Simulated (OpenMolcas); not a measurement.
Pt4+ among 4 point charges of -2.5 e arranged as a tetrahedron (Td).

```
Program             : OpenMolcas
Method              : SS-CASPT2, IPEA 0.25 Eh, imaginary shift 0.1 Eh (closed shells correlated: 4f 5s 5p)
Basis               : ANO-RCC-VDZP [7s6p4d2f]
Scalar Hamiltonian  : DKH2, point nucleus
Active space        : 6 electrons in 5 orbitals (5d)
State averaging     : 2S+1 = 5 even, 5 roots; 2S+1 = 3 even, 45 roots; 2S+1 = 1 even, 50 roots
Spin-orbit coupling : RASSI with atomic mean-field integrals over the reference wave functions
```

All point charges move together. At R = 1.76 Å the first state of the same spin is 6040 cm-1, and at R = 2.01 Å it is 3920 cm-1.

Q: A third run gives 5030 cm-1. What distance was it run at?

A: With a power law R^-n the two known points give n = -ln(3920 / 6040) / ln(2.01 / 1.76) = 3.25. Then R = 1.76 × (6040 / 5030)^(1/3.25) = 1.862 Å. The run was at 1.87 Å, so the estimate is off by -0.008 Å.

Roots that are degenerate in the reference are averaged as groups; the widest CASPT2 spread within a group is 130 cm-1 (the 3-fold group of multiplicity 3 near 28200 cm-1 above the lowest state of its run, R = 1.87). Shifts and gaps below about the spread of the groups concerned are not significant. An orbital doublet at a regular site is open to a Jahn-Teller distortion, which this geometry leaves out. Point charges give a weaker field than real ligands, and real ions of this kind are as a rule low spin; the high spin found here belongs to the model. Free-ion shares, where given, are those of the reference states; single-state CASPT2 does not remix them. Spin-orbit coupling mixes the spin-free states strongly: the lowest level takes only 65 % from its leading state, 5E (figures for R = 1.76; the like holds for R = 1.87, R = 2.01). The ground term spreads over less than 5000 cm-1, several times less than with real ligands, so orbital moments are less quenched and χT lies further from the spin-only value than at real sites (holds for R = 2.01). Point charges carry no covalency, so the field is a model and not that of real ligands. No measured value stands beside these numbers.
